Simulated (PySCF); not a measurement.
# Gas-phase XPS of `BC(B)c1ccccc1`, computed

Species: C7H10B2.
Geometry (PBE0-D3(BJ)/def2-SVP, Å), atoms numbered from 1 in this order:
```
atom  x, y, z in Å
B1     1.835   -1.239    1.036
C2     1.326   -0.537   -0.261
B3     2.392    0.567   -0.541
C4    -0.121   -0.149   -0.329
C5    -0.970   -0.705   -1.292
C6    -2.315   -0.341   -1.357
C7    -2.835    0.588   -0.459
C8    -1.997    1.149    0.505
C9    -0.655    0.784    0.568
H10    1.156   -1.248    2.036
H11    2.922   -1.770    1.047
H12    1.620   -1.299   -1.020
H13    3.544    0.256   -0.736
H14    2.079    1.734   -0.550
H15   -0.573   -1.435   -2.004
H16   -2.960   -0.788   -2.117
H17   -3.888    0.874   -0.508
H18   -2.393    1.880    1.215
H19   -0.008    1.230    1.328
```

Method: PySCF, delta-SCF UKS SCAN, pcX-2 on the ionised atom, pcseg-1 elsewhere, spin-free X2C. Each binding energy is the total energy of the core-ionised species, with the hole localised on one atom, minus that of the ground state; both are solved self-consistently, so orbital relaxation is included.

Q: Give the core binding energies atom by atom.

A: 
```csv
atom(s),environment,level,binding energy (eV),above the level's lowest (eV),count
C2,sp3 carbon bound to boron,C 1s,290.22,+0.27,1
C4,substituted aromatic carbon,C 1s,290.28,+0.33,1
C5/C9,aromatic CH carbon,C 1s,289.97,+0.02,2
C6/C8,aromatic CH carbon,C 1s,290.08,+0.13,2
C7,aromatic CH carbon,C 1s,289.95,0.00,1
```

Lowest listed C 1s: C7, bonded to 2 C (aromatic in the SMILES) and H. Highest, 0.33 eV above it: C4, bonded to 2 C (aromatic in the SMILES) and C. The widest gap between neighbouring values is 0.14 eV, between 290.08 and 290.22 eV. Summing the Pauling electronegativity differences to the bonded atoms, each weighted by its formal bond order, gives -0.35 for the lowest site and 0.00 for the highest; no listed site has a larger sum than the highest. The smallest sum, -1.37, belongs to C2, 0.27 eV above the lowest. The values 289.95 and 289.97 eV lie too close for their order to be trusted.

Q: Give the binding energy of C 1s of C7 in hartree and in kJ/mol.

A: 289.95 eV = 10.6555 Eh = 27976 kJ/mol.

Q: What is the longest wavelength that can ionise C 1s of C7 vertically?

A: λ = hc/E = 12398.42 eV Å / 289.95 eV = 42.761 Å.

Topologically equivalent atoms share the value of their first member; where this conformer doesn't relate them by symmetry, their own values could differ. Not every level is listed. Spin contamination (⟨S²⟩ against 0.75 for a pure doublet) is marked for C 1s of C4 (0.86), which makes this value less certain. No level of boron is listed. One conformer (not necessarily the lowest) at the PBE0-D3(BJ)/def2-SVP geometry, without solvent, vibrations or thermal averaging.
